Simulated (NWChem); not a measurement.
System: CHCuO; SMILES [O+]#[C-]->[CuH]

The following NWChem deck was run.

```
start job
memory heap 200 mb stack 900 mb global 1100 mb
geometry units angstroms
  Cu    -0.431467    -0.134685    -0.561627
  H     -1.331781    -0.427258    -1.709882
  O      1.316718     0.408207     1.717969
  C      0.640570     0.204676     0.826442
end
basis spherical
  * library def2-svp
end
dft
  xc pbe0
  iterations 150
end
driver
  maxiter 120
end
task dft optimize
task dft freq
```

NWChem printed, in part:

```
             Northwest Computational Chemistry Package (NWChem) 7.3.0
             --------------------------------------------------------

 CS  symmetry detected

 AUTOZ failed to generate good internal coordinates.
 Cartesian coordinates will be used in optimizations.

                             Geometry "geometry" -> ""
                             -------------------------

 Output coordinates in angstroms (scale by  1.889725989 to convert to a.u.)

  No.       Tag          Charge          X              Y              Z
 ---- ---------------- ---------- -------------- -------------- --------------
    1 Cu                  29.0000     0.00018906    -0.74134009     0.00000000
    2 H                    1.0000    -0.02051869    -2.22936654     0.00000000
    3 O                    8.0000    -0.00379687     2.18225779     0.00000000
    4 C                    6.0000     0.00756848     1.04502779     0.00000000

 Effective nuclear repulsion energy (a.u.)     128.1117799999

      Symmetry information
      --------------------

 Group name             Cs
 Group number              2
 Group order               2
 No. of unique centers     4

                           NWChem Geometry Optimization
                           ----------------------------

 maximum gradient threshold         (gmax) =   0.000450
 rms gradient threshold             (grms) =   0.000300
 maximum cartesian step threshold   (xmax) =   0.001800
 rms cartesian step threshold       (xrms) =   0.001200
 fixed trust radius                (trust) =   0.300000
 source of zmatrix                         =

          -------------------
          Energy Minimization
          -------------------

 Using diagonal initial Hessian

          --------
          Step   0

                                 NWChem DFT Module
                                 -----------------

 Summary of "ao basis" -> "ao basis" (spherical)
 ------------------------------------------------------------------------------
       Tag                 Description            Shells   Functions and Types
 ---------------- ------------------------------  ------  ---------------------
 Cu                         def2-svp                11       31   5s3p2d1f
 H                          def2-svp                 3        5   2s1p
 O                          def2-svp                 6       14   3s2p1d
 C                          def2-svp                 6       14   3s2p1d

      Symmetry analysis of basis
      --------------------------

        a'         45
        a"         19

            General Information
            -------------------
          SCF calculation type: DFT
          Wavefunction type:  closed shell.
          No. of atoms     :     4
          No. of electrons :    44
           Alpha electrons :    22
            Beta electrons :    22
          Charge           :     0
          Spin multiplicity:     1
          Use of symmetry is: on ; symmetry adaption is: on
          Maximum number of iterations: 150
          AO basis - number of functions:    64
                     number of shells:    26
          Convergence on energy requested:  1.00D-06
          Convergence on density requested:  1.00D-05
          Convergence on gradient requested:  5.00D-04

              XC Information
              --------------
                         PBE0 Method XC Functional
                     Hartree-Fock (Exact) Exchange  0.250
          PerdewBurkeErnzerhof Exchange Functional  0.750
            Perdew 1991 LDA Correlation Functional  1.000 local
           PerdewBurkeErnz. Correlation Functional  1.000 non-local

             Grid Information
             ----------------
          Grid used for XC integration:  medium
          Radial quadrature: Mura-Knowles
          Angular quadrature: Lebedev.
          Tag              B.-S. Rad. Rad. Pts. Rad. Cut. Ang. Pts.
          ---              ---------- --------- --------- ---------
          Cu                  1.35      112           8.0       590
          H                   0.35       45          10.0       434
          O                   0.60       49          11.0       434
          C                   0.70       49          10.0       434
          Grid pruning is: on
          Number of quadrature shells:   255
          Spatial weights used:  Erf1

      Superposition of Atomic Density Guess
      -------------------------------------

 Sum of atomic energies:       -1751.50046938

      Non-variational initial energy
      ------------------------------

 Total energy =   -1752.051495
 1-e energy   =   -2690.484540
 2-e energy   =     810.321265
 HOMO         =      -0.388582
 LUMO         =      -0.031125

[...]

      ----------------------
      Optimization converged
      ----------------------

  Step       Energy      Delta E   Gmax     Grms     Xrms     Xmax
  ---- ---------------- -------- -------- -------- -------- --------
@    5   -1753.73327654 -6.5D-08  0.00008  0.00005  0.00027  0.00036
                                     ok       ok       ok       ok

                         Geometry "geometry" -> "geometry"
                         ---------------------------------

 Output coordinates in angstroms (scale by  1.889725989 to convert to a.u.)

  No.       Tag          Charge          X              Y              Z
 ---- ---------------- ---------- -------------- -------------- --------------
    1 Cu                  29.0000    -0.00127284    -0.76035680     0.00000000
    2 H                    1.0000    -0.01913867    -2.29155181     0.00000000
    3 O                    8.0000    -0.00076017     2.21889474     0.00000000
    4 C                    6.0000     0.00461366     1.08959282     0.00000000

 Effective nuclear repulsion energy (a.u.)     125.3716225251

      Symmetry information
      --------------------

 Group name             Cs
 Group number              2
 Group order               2
 No. of unique centers     4

 ==============================================================================
                                internuclear distances
 ------------------------------------------------------------------------------
       center one      |      center two      | atomic units |  angstroms
 ------------------------------------------------------------------------------
    2 H                |   1 Cu               |     2.89374  |     1.53130
    4 C                |   1 Cu               |     3.49592  |     1.84996
    4 C                |   3 O                |     2.13410  |     1.12931
 ------------------------------------------------------------------------------
                         number of included internuclear distances:          3
 ==============================================================================

[second-derivative integrals and response iterations left out]

  Vibrational analysis via the FX method

  See chapter 2 in "Molecular Vibrations" by Wilson, Decius and Cross

  Vib: Default input used

 ---------------------------- Atom information ----------------------------
     atom    #        X              Y              Z            mass
 --------------------------------------------------------------------------
    Cu       1 -2.4053126D-03 -1.4368660D+00  0.0000000D+00  6.2929800D+01
    H        2 -3.6166843D-02 -4.3304050D+00  0.0000000D+00  1.0078250D+00
    O        3 -1.4365152D-03  4.1931031D+00  0.0000000D+00  1.5994910D+01
    C        4  8.7185621D-03  2.0590319D+00  0.0000000D+00  1.2000000D+01
 --------------------------------------------------------------------------

[unprojected Hessian and modes left out]

[...]

 Rotational Constants
 --------------------
 A= ********** cm-1  (********** K)
 B=   0.125202 cm-1  (  0.180134 K)
 C=   0.125201 cm-1  (  0.180133 K)

 Temperature                      =   298.15K
 frequency scaling parameter      =   1.0000

 Zero-Point correction to Energy  =    7.970 kcal/mol  (  0.012701 au)
 Thermal correction to Energy     =   10.632 kcal/mol  (  0.016943 au)
 Thermal correction to Enthalpy   =   11.224 kcal/mol  (  0.017886 au)

 Total Entropy                    =   58.131 cal/mol-K
   - Translational                =   39.450 cal/mol-K (mol. weight =  91.9325)
   - Rotational                   =   13.896 cal/mol-K (symmetry #  =        1)
   - Vibrational                  =    4.786 cal/mol-K

 Cv (constant volume heat capacity) =   12.007 cal/mol-K
   - Translational                  =    2.979 cal/mol-K
   - Rotational                     =    2.979 cal/mol-K
   - Vibrational                    =    6.049 cal/mol-K

[normal modes left out]

 ----------------------------------------------------------------------------
 Normal Eigenvalue ||           Projected Infra Red Intensities
  Mode   [cm**-1]  || [atomic units] [(debye/angs)**2] [(KM/mol)] [arbitrary]
 ------ ---------- || -------------- ----------------- ---------- -----------
    1       -0.000 ||    0.095035           2.193        92.645      14.153
    2        0.000 ||    0.007319           0.169         7.135       1.090
    3        0.000 ||    0.002937           0.068         2.863       0.437
    4        0.000 ||    0.001174           0.027         1.145       0.175
    5        0.000 ||    0.002702           0.062         2.634       0.402
    6        0.000 ||    0.000000           0.000         0.000       0.000
    7      186.793 ||    0.083339           1.923        81.243      12.411
    8      391.375 ||    0.007551           0.174         7.361       1.124
    9      454.659 ||    0.080430           1.856        78.407      11.978
   10      466.223 ||    0.098537           2.273        96.059      14.674
   11     1803.718 ||    0.049121           1.133        47.885       7.315
   12     2274.893 ||    0.377649           8.713       368.151      56.240
 ----------------------------------------------------------------------------
```

Level: PBE0/def2-SVP.
